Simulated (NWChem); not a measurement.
Species: sulfur hexafluoride (SF$_{6}$); SMILES FS(F)(F)(F)(F)F

All runs: NWChem. Pople sets run with spherical d functions. Geometry: optimised at PBE0/def2-SVP.

Problem. Order these by “orbital gap (eV)”, lowest first: B3LYP/3-21G; B3LYP/6-311++G**; B3LYP/6-31G*; B3LYP/def2-TZVP.

Solution. B3LYP/3-21G (9.02), B3LYP/6-311++G** (9.51), B3LYP/6-31G* (9.84), B3LYP/def2-TZVP (10.02)
